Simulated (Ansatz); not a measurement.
Geometry optimisation, RKS PBE0-D4/6-31G in Ansatz.

input.yaml

```yaml
crystal:
  periodic: [false, false, false]
  atoms:
    - { symbol: Si, position_ang: [0.0, 0.0, 0.0] }
    - { symbol: "N", position_ang: [0.0, 0.0, 1.82] }
    - { symbol: H, position_ang: [-0.877, -0.2713, 2.35] }
    - { symbol: H, position_ang: [0.877, 0.2713, 2.35] }
    - { symbol: Cl, position_ang: [2.0086, 0.0, -0.7093] }
    - { symbol: Cl, position_ang: [-1.0032, 1.7381, -0.7093] }
    - { symbol: Cl, position_ang: [-1.0032, -1.7381, -0.7093] }
basis:
  gaussian: { orbitals: "6-31G" }
hamiltonian:
  xc: pbe0
  dispersion: d4
relax:
  f_tol: 0.02
  max_steps: 40
```

Launched with:

```bash
$ ansatz run input.yaml --threads 2 --pin off --max-ram 3072MiB --backend cpu --events-out ev --progress --plain --runs-dir out
```

Question: Where does it end, and by what steps?

Answer: It converged. The force dipped under the threshold on the way, but the program's further checks kept it going. Limits of this set-up: no polarisation functions. After 11 steps the energy has fallen by 0.286 eV; H3 moved furthest, 0.21 Å.

```json
{"step": "0", "energy less start (eV)": "0.0000", "largest force component (eV/Å)": "2.764", "accepted": "yes"}
{"step": "1", "energy less start (eV)": "-0.2310", "largest force component (eV/Å)": "1.206", "accepted": "yes"}
{"step": "2", "energy less start (eV)": "-0.2816", "largest force component (eV/Å)": "0.297", "accepted": "yes"}
{"step": "3", "energy less start (eV)": "-0.2848", "largest force component (eV/Å)": "0.086", "accepted": "yes"}
{"step": "4", "energy less start (eV)": "-0.2852", "largest force component (eV/Å)": "0.021", "accepted": "yes"}
{"step": "5", "energy less start (eV)": "-0.2855", "largest force component (eV/Å)": "0.005", "accepted": "yes"}
{"step": "6", "energy less start (eV)": "-0.2856", "largest force component (eV/Å)": "0.068", "accepted": "yes"}
{"step": "7", "energy less start (eV)": "-0.2851", "largest force component (eV/Å)": "0.171", "accepted": "no"}
{"step": "8", "energy less start (eV)": "-0.2859", "largest force component (eV/Å)": "0.019", "accepted": "yes"}
{"step": "9", "energy less start (eV)": "-0.2860", "largest force component (eV/Å)": "0.012", "accepted": "yes"}
{"step": "10", "energy less start (eV)": "-0.2858", "largest force component (eV/Å)": "0.038", "accepted": "no"}
{"step": "11", "energy less start (eV)": "-0.2860", "largest force component (eV/Å)": "0.008", "accepted": "yes"}
```

```xyz
7
Properties=species:S:1:pos:R:3
Si -0.009 0.015 0.063
N 0.019 -0.032 1.782
H -0.739 -0.421 2.321
H 0.777 0.363 2.317
Cl 2.019 0.018 -0.642
Cl -0.965 1.749 -0.798
Cl -1.100 -1.692 -0.651
```

Whether the end is a true minimum wasn't checked by a vibrational analysis.

Run time: 24 s on 2 threads of Arm Neoverse V2, on a shared host, peak memory 0.16 GiB.
